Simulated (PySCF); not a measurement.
How methods differ on the ionisation energy of Rh²⁺

Rh²⁺ [Kr] 4d7 (4F) → Rh³⁺ [Kr] 4d6 (5D), as a difference of total energies. Computed with PySCF 2.14 in aug-cc-pwCVDZ-PP with ECP28MDF (6s6p5d3f, 70 functions), with a scalar-relativistic core potential. Correlated levels: valence and next inner shell: nothing frozen outside the core potential. The calculations carry no spin-orbit coupling.

| method | ionisation energy (eV) | difference from reference (eV) |
| --- | --- | --- |
| UHF | 29.318 | -1.742 |
| MP2 (valence and next inner shell) | 30.368 | -0.692 |
| SCS-MP2 (valence and next inner shell) | 30.381 | -0.679 |
| CCSD (valence and next inner shell) | 30.324 | -0.736 |
| CCSD(T) (valence and next inner shell) | 30.369 | -0.691 |

Reference: 31.06 eV (semi-empirical (NIST evaluation); NIST Atomic Spectra Database, ionization energies).

The reference lies between the lowest fine-structure levels, while these numbers refer to the centres of the terms.

Errors of the correlated levels include the incompleteness of this basis.
